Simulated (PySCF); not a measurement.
diarsenic (As2), singlet, at a GFN2-xTB geometry. Base run: PBE/6-31G* in PySCF.

Here is a job for PySCF.
```python
from pyscf import gto, scf, dft, solvent

mol = gto.Mole()
mol.atom = '''
    As   -0.000000   -0.000000   -1.047071
    As    0.000000    0.000000    1.047071
'''
mol.basis = '6-31g*'
mol.charge = 0
mol.spin = 0
mol.verbose = 3
mol.build()

mf = dft.RKS(mol)
mf.xc = 'pbe'
mf.kernel()
```

The base run was repeated with changes; each row names its change, and settings that it needs were set with it.

```
change                                                  ΔE vs base (kcal/mol)  HOMO-LUMO gap (eV)
------------------------------------------------------  ---------------------  ------------------
base                                                                    0.000                3.18
model = IEF-PCM; solvent = water                                       -0.148                3.19
model = IEF-PCM; solvent = n-hexane                                    -0.056                3.18
model = IEF-PCM; solvent = toluene; lebedev_order = 11                 -0.078                3.18
model = C-PCM; solvent = toluene                                       -0.087                3.19
model = IEF-PCM; solvent = toluene; vdw_scale = 1.1                    -0.170                3.19
model = ddCOSMO; solvent = toluene                                     -0.067                3.19
model = COSMO; solvent = toluene                                       -0.072                3.19
model = IEF-PCM; solvent = toluene; lebedev_order = 41                 -0.072                3.19
model = IEF-PCM; solvent = toluene; r_probe = 0.5                      -0.016                3.18
model = IEF-PCM; solvent = toluene; vdw_scale = 1.0                         …                3.19
model = IEF-PCM; solvent = chloroform                                  -0.107                3.19
```

Question: Some entries are withheld; supply them.

Answer: 
- model = IEF-PCM; solvent = toluene; vdw_scale = 1.0, ΔE vs base (kcal/mol): -0.470

The base is the gas phase, so ΔE is the electrostatic part of solvation at a fixed geometry, without cavity and dispersion terms.
